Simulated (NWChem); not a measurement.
System: AgH2OCl; SMILES [OH2]->[Ag][Cl]

The following NWChem deck was run.

```
start job
memory heap 200 mb stack 900 mb global 1100 mb
geometry units angstroms noautoz
  Ag     0.002321     0.298142    -0.074693
  Cl    -0.001964    -1.979335     0.063190
  O      0.004316     2.513502    -0.166989
  H      0.772403     2.952004     0.218150
  H     -0.765505     2.947960     0.219410
end
basis spherical
  * library def2-svp
end
ecp
  Ag library def2-ecp
end
dft
  xc b3lyp
  iterations 150
  vectors input atomic output neutral.movecs
end
task dft energy
charge 1
dft
  odft
  mult 2
  vectors input atomic output cation.movecs
end
task dft energy
```

Excerpt of the output:

```
             Northwest Computational Chemistry Package (NWChem) 7.3.0
             --------------------------------------------------------

 C1  symmetry detected

                             Geometry "geometry" -> ""
                             -------------------------

 Output coordinates in angstroms (scale by  1.889725989 to convert to a.u.)

  No.       Tag          Charge          X              Y              Z
 ---- ---------------- ---------- -------------- -------------- --------------
    1 Ag                  47.0000     0.00050815     0.21314036    -0.02019878
    2 Cl                  17.0000    -0.00053493    -2.06821398     0.01658212
    3 O                    8.0000    -0.00082904     2.43041452    -0.01420113
    4 H                    1.0000     0.76486671     2.85255673     0.39332761
    5 H                    1.0000    -0.77302366     2.84616771     0.38772806

 Effective nuclear repulsion energy (a.u.)     321.6838414654

                                 NWChem DFT Module
                                 -----------------

 Summary of "ao basis" -> "ao basis" (spherical)
 ------------------------------------------------------------------------------
       Tag                 Description            Shells   Functions and Types
 ---------------- ------------------------------  ------  ---------------------
 Ag                         def2-svp                11       31   5s3p2d1f
 Cl                         def2-svp                 8       18   4s3p1d
 O                          def2-svp                 6       14   3s2p1d
 H                          def2-svp                 3        5   2s1p

            General Information
            -------------------
          SCF calculation type: DFT
          Wavefunction type:  closed shell.
          No. of atoms     :     5
          No. of electrons :    46
           Alpha electrons :    23
            Beta electrons :    23
          Charge           :     0
          Spin multiplicity:     1
          Use of symmetry is: off; symmetry adaption is: off
          Maximum number of iterations: 150
          AO basis - number of functions:    73
                     number of shells:    31
          Convergence on energy requested:  1.00D-06
          Convergence on density requested:  1.00D-05
          Convergence on gradient requested:  5.00D-04

              XC Information
              --------------
                         B3LYP Method XC Potential
                     Hartree-Fock (Exact) Exchange  0.200
                        Slater Exchange Functional  0.800 local
                    Becke 1988 Exchange Functional  0.720 non-local
              Lee-Yang-Parr Correlation Functional  0.810
                  VWN I RPA Correlation Functional  0.190 local

             Grid Information
             ----------------
          Grid used for XC integration:  medium
          Radial quadrature: Mura-Knowles
          Angular quadrature: Lebedev.
          Tag              B.-S. Rad. Rad. Pts. Rad. Cut. Ang. Pts.
          ---              ---------- --------- --------- ---------
          Ag                  1.60      123           9.0       590
          Cl                  1.00       88          12.0       590
          O                   0.60       49          11.0       434
          H                   0.35       45          11.0       434
          Grid pruning is: on
          Number of quadrature shells:   350
          Spatial weights used:  Erf1

      Superposition of Atomic Density Guess
      -------------------------------------

 Sum of atomic energies:        -702.66977107

      Non-variational initial energy
      ------------------------------

 Total energy =    -681.134570
 1-e energy   =   -1290.571645
 2-e energy   =     462.283172
 HOMO         =      -0.427371
 LUMO         =      -0.115265

   convergence    iter        energy       DeltaE   RMS-Dens  Diis-err
 ---------------- ----- ----------------- --------- --------- ---------
 d= 0,ls=0.0,diis     1   -683.4043408724 -8.31D+02  1.96D-02  6.86D-01
 d= 0,ls=0.0,diis     2   -683.3273373159  7.70D-02  1.25D-02  1.64D+00
 d= 0,ls=0.0,diis     3   -683.4991318937 -1.72D-01  2.73D-03  1.74D-02
 d= 0,ls=0.0,diis     4   -683.5001586164 -1.03D-03  1.32D-03  9.30D-03
 d= 0,ls=0.0,diis     5   -683.5014856838 -1.33D-03  1.30D-04  1.63D-04
  Resetting Diis
 d= 0,ls=0.0,diis     6   -683.5015040905 -1.84D-05  2.61D-05  5.53D-06
 d= 0,ls=0.0,diis     7   -683.5015046108 -5.20D-07  1.74D-05  8.77D-07
 d= 0,ls=0.0,diis     8   -683.5015045107  1.00D-07  1.02D-05  1.96D-06
 d= 0,ls=0.0,diis     9   -683.5015047025 -1.92D-07  7.02D-07  5.48D-09

         Total DFT energy =     -683.501504702501
      One electron energy =    -1295.762157977547
           Coulomb energy =      516.927310460532
    Exchange-Corr. energy =      -51.820559697152
 Nuclear repulsion energy =      147.153902511667

 Numeric. integr. density =       45.999999048507

                       DFT Final Molecular Orbital Analysis
                       ------------------------------------

 Vector   21  Occ=2.000000D+00  E=-2.564127D-01
              MO Center= -1.4D-04, -9.1D-01,  9.2D-03, r^2= 2.7D+00
   Bfn.  Coefficient  Atom+Function         Bfn.  Coefficient  Atom+Function
  ----- ------------  ---------------      ----- ------------  ---------------
     4      0.435814  1 Ag s                 43      0.436706  2 Cl py
    19      0.424263  1 Ag d  2              40      0.320074  2 Cl py
     2     -0.254826  1 Ag s                 17      0.252125  1 Ag d  0
    37      0.188524  2 Cl py                 1      0.120239  1 Ag s
     3     -0.110322  1 Ag s                  5      0.090513  1 Ag s

[...]
```

Level: B3LYP/def2-SVP with def2 effective core potentials on Ag, vertical spin-unrestricted ions. Geometry: optimised at PBE0/def2-SVP. Not confirmed as a minimum by frequencies. def2 effective core potentials on Ag; no spin-orbit coupling.
